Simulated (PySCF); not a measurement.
## Magnetisability: `O=C/C(=C\Cl)CO`, C4H5ClO2

Molfile (atoms numbered from 1):
```
C4H5ClO2
     RDKit          3D

 12 11  0  0  0  0  0  0  0  0999 V2000
    0.3712   -2.4530    0.1920 O   0  0  0  0  0  0  0  0  0  0  0  0
    0.9344   -1.4231   -0.0794 C   0  0  0  0  0  0  0  0  0  0  0  0
    0.3192   -0.0930    0.0052 C   0  0  0  0  0  0  0  0  0  0  0  0
    0.9449    1.0339   -0.3535 C   0  0  0  0  0  0  0  0  0  0  0  0
    2.5277    1.1225   -0.9794 Cl  0  0  0  0  0  0  0  0  0  0  0  0
   -1.0978   -0.0465    0.5361 C   0  0  0  0  0  0  0  0  0  0  0  0
   -1.7843    1.1406    0.2460 O   0  0  0  0  0  0  0  0  0  0  0  0
    1.9835   -1.4150   -0.4233 H   0  0  0  0  0  0  0  0  0  0  0  0
    0.4553    1.9941   -0.2586 H   0  0  0  0  0  0  0  0  0  0  0  0
   -1.6327   -0.9299    0.1625 H   0  0  0  0  0  0  0  0  0  0  0  0
   -1.0678   -0.1171    1.6284 H   0  0  0  0  0  0  0  0  0  0  0  0
   -1.9525    1.1857   -0.7020 H   0  0  0  0  0  0  0  0  0  0  0  0
  1  2  2  0
  2  3  1  0
  3  4  2  0
  4  5  1  0
  3  6  1  0
  6  7  1  0
  2  8  1  0
  4  9  1  0
  6 10  1  0
  6 11  1  0
  7 12  1  0
M  END
```

Theory: GIAO B3LYP/pcSseg-1 magnetisability, rotational g tensor and spin-rotation constants, non-relativistic, gas phase (PySCF 2.14.0). Geometry: GFN2-xTB.

Task: What are the magnetisability and the molar susceptibility?

Result: Isotropic -961 × 10⁻³⁰ J/T², or -57.9 × 10⁻⁶ cm³/mol; principal values -1174, -929, -781 × 10⁻³⁰ J/T², anisotropy 344 × 10⁻³⁰ J/T² (root of half the summed squared differences of the principal values). The susceptibility is in cgs units.

Task: Split it along the inertial axes a, b, c into diamagnetic and paramagnetic parts about the centre of mass, with the quadrupole moment.

Result: 
```csv
axis,χ (10⁻⁶ cm³/mol),diamagnetic (10⁻⁶ cm³/mol),paramagnetic (10⁻⁶ cm³/mol),summed x² of all electrons (Å²),quadrupole Θ (D Å)
a,-50.8,-527.9,477.0,178.6,-1.41
b,-52.4,-812.0,759.7,111.7,-5.99
c,-70.4,-1231.7,1161.2,12.8,+7.40
```
Anisotropies 2χaa − χbb − χcc = +21.1 and 2χbb − χaa − χcc = +16.6 × 10⁻⁶ cm³/mol. Θ is traceless in Buckingham's convention.

Task: And the rotational g tensor?

Result: 
| axis | rotational constant (GHz) | g | nuclear part | electronic part |
| --- | --- | --- | --- | --- |
| a | 2.6175 | -0.0461 | 0.5406 | -0.5866 |
| b | 1.5297 | -0.0239 | 0.5221 | -0.5460 |
| c | 0.9796 | -0.0106 | 0.5238 | -0.5344 |

Asymmetric top; isotopes 12C, 35Cl, 1H, 16O; no vibrational averaging.
